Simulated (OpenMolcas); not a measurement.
Mo5+ (d1) among equal point charges was computed by CASSCF with the d shell active (OpenMolcas, ANO-RCC-VDZP on the metal). Its lowest spin-free states, and all those of the highest spin:

| 2S+1 | Degeneracy | E (cm-1) |
| --- | --- | --- |
| 2 | 3 | 0.0 |
| 2 | 2 | 8069 |

Problem. Is the site octahedral, tetrahedral or cube-like, axial, or of lower symmetry?

Solution. The states with 2S+1 = 2 have orbital degeneracies 3, 2. Threefold states need a cubic site. For d1 at this spin an octahedron puts the threefold T2 below the twofold E and a tetrahedron or cube puts the twofold E below the threefold T2, so the site is octahedral. The first gap at this spin, 8070 cm-1, is |10Dq| in ligand-field theory. The run had Mo5+ among 6 point charges of -1.7 e arranged as an octahedron (Oh), 2 Å from the ion.

An orbital triplet at a regular site is open to Jahn-Teller coupling, which can distort the site and quench the lowest spin-orbit gaps and is left out. This field is weak: 10Dq is about 8069 cm-1, while octahedral complexes of 4d ions of charge 3 and more, computed by the same method with explicit ligands, had a median near 25000 cm-1. Ground spin and moment need not be those of a real site. This is an electrostatic model: the charges have no orbitals. No measured value stands beside these numbers.
